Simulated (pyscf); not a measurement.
PySCF, gas phase, ωB97X-D3(BJ)/def2-SVP geometries. Correlated levels are frozen-core, on RHF or UHF. ΔMP2 is the change of the MP2 total energy from the triple- to the quadruple-zeta basis.

For AsH₃ (SMILES [AsH3]) + GeH₂ (SMILES [GeH2]) [singlet] -> H₃Ge–AsH₂ (SMILES [GeH3][AsH2]), an insertion (singlet surface; As–H broken, As–Ge, Ge–H formed), PBE/def2-TZVP gives ΔE‡ = -17.4 kJ/mol and ΔE = -201.6 kJ/mol (zero: the separated reactants). In which direction and how far do r²SCAN/def2-TZVP, M06-2X/def2-TZVP, CCSD(T)/def2-TZVPP + ΔMP2(QZVPP) move these?

r²SCAN: ΔE‡ = -19.4 kJ/mol, ΔE = -220.2 kJ/mol; M06-2X: ΔE‡ = 11.4 kJ/mol, ΔE = -201.8 kJ/mol; CCSD(T): ΔE‡ = 8.5 kJ/mol, ΔE = -208.0 kJ/mol. PBE's barrier lies among them. Its reaction energy matches one of them and lies within 18.6 kJ/mol of the others. On the reactant side the descent ends in an adduct with a As–Ge contact, 36.3 kJ/mol under the separated species and 36.5 kJ/mol under the saddle at ωB97X-D3(BJ)/def2-TZVP. At PBE, r²SCAN the saddle lies under the separated reactants, which points to a path from their complex (located at ωB97X-D3(BJ) alone). What is counted as formed (As–Ge) is already present as a longer contact in the reactant adduct; forming that adduct is a step of its own. This is the saddle that the search found; another between the same sides may lie lower. The CCSD(T) − MP2 part came from Ansatz, without density fitting, on the same reference. The frozen core leaves the outer d or s,p core shells of the metals and heavy elements correlated in the MP2 and CC values, and def2-TZVPP describes them poorly, which can shift differences by a few kcal/mol. Elements up to Kr have no core potential and no relativistic terms here.
